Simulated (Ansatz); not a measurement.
Consider the silylene formation by 1,1-elimination: `C[SiH2]NBCl` → `CNBCl` + `[SiH2]`.

Program: Ansatz. Geometries: PBE0-D4/def2-TZVP. ΔE: electronic, gas phase. CBS: MP2 limit from def2 TZ/QZ plus the TZ coupled-cluster correction, frozen cores. This one scheme is used for every species. DFT in def2-TZVPP. One conformer a species, not always the lowest.

Problem. Is it downhill or uphill in electronic energy at CCSD(T)/CBS, and by how much? (Estimate.)

Solution. Computed: Uphill: ΔE = +356.9 kJ/mol.

Problem. What do these levels give: revPBE-D4, CAM-B3LYP-D4, CAM-B3LYP, CCSD/def2-SVP, SCS-MP2/def2-QZVPP, MP2/CBS(def2)? (Best estimate.)

Solution. Computed: revPBE-D4 343.5, CAM-B3LYP-D4 355.9, CAM-B3LYP 348.1, CCSD/def2-SVP 315.3, SCS-MP2/def2-QZVPP 363.6, MP2/CBS(def2) 382.3 kJ/mol.

Largest T1 diagnostic among the species: 0.014.

From PBE to PBE0 (25 % exact exchange), in def2-TZVPP and without D4, ΔE moves by +13.1 kJ/mol. In def2-TZVPP, CCSD(T) changes the Hartree–Fock value by +10.6 kJ/mol (the triples alone add +3.9 kJ/mol) and MP2 by +36.1 kJ/mol. Leaving LDA and LC-ωPBE aside and taking each functional with its dispersion term where it has one, the values, not all of them listed here, spread over 43.8 kJ/mol, from BLYP-D4 to r2SCAN0-D4. LDA lies +31.9 kJ/mol from PBE without D4.
